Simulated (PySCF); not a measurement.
**Fractional electron number in Cs (caesium, neutral)**

The 6s alpha orbital of [Xe] 6s1 is emptied in steps (occupation f), with all orbitals relaxed, ending at [Xe]. All numbers are calculated (PySCF 2.14, a scalar-relativistic core potential, in def2-SVP with the def2 core potential (46 electrons)). The exact energy is a straight line in f; departures are measured from the line between the end points of the same method.

```
   f  UHF (eV)  LDA (eV)  PBE (eV)  PBE0 (eV)  r2SCAN (eV)  LC-wPBE (eV)  BHandHLYP (eV)  wB97X (eV)  BLYP (eV)
   1     0.000     0.000     0.000      0.000        0.000         0.000           0.000       0.000      0.000
0.75     0.003    -0.318    -0.323     -0.232       -0.270         0.020          -0.166       0.007     -0.336
 0.5     0.004    -0.417    -0.435     -0.311       -0.340         0.025          -0.222       0.014     -0.448
0.25     0.003    -0.303    -0.329     -0.234       -0.231         0.017          -0.165       0.013     -0.335
   0     0.000     0.000     0.000      0.000        0.000         0.000           0.000       0.000      0.000
```

```
   method  E(f=0) − E(f=1) (eV)  −ε at f=1 (eV)  −ε at f=0.5 (eV)
      UHF                 3.492           3.507             3.492
      LDA                 4.108           2.405             4.143
      PBE                 3.977           2.274             3.958
     PBE0                 3.900           2.668             3.893
   r2SCAN                 3.784           2.314             3.878
  LC-wPBE                 3.714           3.821             3.706
BHandHLYP                 3.829           2.941             3.831
    wB97X                 3.592           3.615             3.611
     BLYP                 3.939           2.158             3.941
```

Orbital energy along the path (eV):

```tsv
f	UHF	LDA	PBE	PBE0	r2SCAN	LC-wPBE	BHandHLYP	wB97X	BLYP
1	-3.507	-2.405	-2.274	-2.668	-2.314	-3.821	-2.941	-3.615	-2.158
0.75	-3.499	-3.273	-3.103	-3.277	-3.104	-3.764	-3.385	-3.623	-3.039
0.5	-3.492	-4.143	-3.958	-3.893	-3.878	-3.706	-3.831	-3.611	-3.941
0.25	-3.485	-4.974	-4.854	-4.528	-4.542	-3.660	-4.275	-3.557	-4.845
0	-3.478	-5.544	-5.534	-4.978	-4.538	-3.635	-4.689	-3.386	-5.673
```

Reference removal energy between the ground levels: 3.894 eV (measured; NIST Atomic Spectra Database, ionization energies). UHF lacks correlation.
